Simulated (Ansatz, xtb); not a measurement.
**C4H8BrNSi: which of two isomers lies lower**

Structure I: `Br[SiH2]N1C=CCC1`, a singlet. Structure II: `CC(C)(C#N)[SiH2]Br`, a singlet. Both are isolated molecules in the gas phase, relaxed with PBE-D3(BJ)/def2-SVP; the shapes shown needn't be the lowest conformers.

I (Å):

| atom | x (Å) | y (Å) | z (Å) |
| --- | --- | --- | --- |
| C | -1.6946 | 0.9071 | -0.2067 |
| C | -2.3067 | 1.3577 | -1.3245 |
| C | -1.4414 | 1.0445 | -2.5266 |
| C | -0.0965 | 0.6340 | -1.8743 |
| Br | 2.1680 | 1.5206 | 1.2977 |
| N | -0.4363 | 0.3307 | -0.4601 |
| Si | 0.7360 | -0.1434 | 0.7332 |
| H | 1.5821 | -1.2366 | 0.1598 |
| H | -0.0127 | -0.5435 | 1.9654 |
| H | -2.0783 | 0.9201 | 0.8236 |
| H | -3.3141 | 1.7887 | -1.3667 |
| H | -1.3112 | 1.8993 | -3.2219 |
| H | -1.8815 | 0.2141 | -3.1268 |
| H | 0.6276 | 1.4797 | -1.9071 |
| H | 0.3827 | -0.2405 | -2.3586 |

II (Å):

```xyz
15

C    -2.9994   -0.6144   -0.5949
C    -1.8529   -0.6179    0.4413
C    -1.7450   -1.9780    1.1670
C    -2.0151    0.4741    1.4020
Br    0.2680   -1.7588   -1.9510
N    -2.1024    1.3691    2.1569
Si   -0.1747   -0.1801   -0.4146
H    -2.8109   -1.3886   -1.3650
H    -3.9651   -0.8421   -0.0993
H    -3.0945    0.3662   -1.1010
H    -0.9389   -1.9771    1.9266
H    -2.7001   -2.2172    1.6776
H    -1.5319   -2.7793    0.4317
H     0.9280   -0.1816    0.5995
H    -0.2896    1.1414   -1.1109
```

Quicker runs give these differences E(II) − E(I): GFN2-xTB +33.76 kcal/mol; HF/STO-3G +0.44 kcal/mol (at GFN2-xTB geometries); r2SCAN-D4/def2-SVP +5.89 kcal/mol (at GFN2-xTB geometries).

Task: Estimate E(II) − E(I) at the level CCSD(T)/def2-SVP + ΔMP2/def2-TZVPP.

Result: Not settled: CCSD(T)/def2-SVP + ΔMP2/def2-TZVPP gives E(II) − E(I) = +1.13 kcal/mol, but this leans on the basis-set step: CCSD(T) alone gives −1.23 kcal/mol.

The same difference at several levels:

| level | geometry | E(II) − E(I) (kcal/mol) | departure from the last row (kcal/mol) | job, with rough time for the two |
| --- | --- | --- | --- | --- |
| GFN2-xTB | GFN2-xTB | +33.76 | +32.64 | optimisation, 0.32 s |
| HF/STO-3G | GFN2-xTB | +0.44 | −0.69 | single point, 0.6 s |
| r2SCAN-D4/def2-SVP | GFN2-xTB | +5.89 | +4.77 | single point, 5.3 s |
| PBE-D3(BJ)/def2-SVP | PBE-D3(BJ)/def2-SVP | +8.06 | +6.93 | optimisation, 60 s |
| HF/def2-SVP | PBE-D3(BJ)/def2-SVP | +3.22 | +2.09 | part of the CCSD(T) run |
| MP2/def2-SVP | PBE-D3(BJ)/def2-SVP | −3.46 | −4.59 | part of the CCSD(T) run |
| CCSD(T)/def2-SVP | PBE-D3(BJ)/def2-SVP | −1.23 | −2.36 | single point |
| CCSD(T)/def2-SVP + ΔMP2/def2-TZVPP | PBE-D3(BJ)/def2-SVP | +1.13 |  | single point, 2.3 min |

As drawn, II has 1 C–C, 1 C≡N, 1 C–Si in place of 1 N–Si, 2 C–N, 1 C=C. Structure I has a 5-membered ring, II no ring.

MP2/def2-SVP, CCSD(T)/def2-SVP put the two in the other order. HF/STO-3G finds them nearly level. The largest departure from CCSD(T)/def2-SVP + ΔMP2/def2-TZVPP is that of GFN2-xTB, 32.64 kcal/mol. The last row adds to CCSD(T) the change of the MP2 difference between the two basis sets, here +2.36 kcal/mol.

With thermal terms from frequencies at re-optimised GFN2-xTB minima (ideal gas, soft modes damped towards free rotors, one conformer each, 298.15 K, 1 atm): the zero-point term adds −1.47 kcal/mol; ΔH is +0.55 and ΔG −0.88 kcal/mol.

The correlated steps freeze 19 core orbitals; the filled d shell of Br is correlated, in a basis made for valence electrons. Programs: Ansatz 0.2.0, xtb 6.7.1; the last row on 4 threads of Arm Neoverse V1 on a shared host.
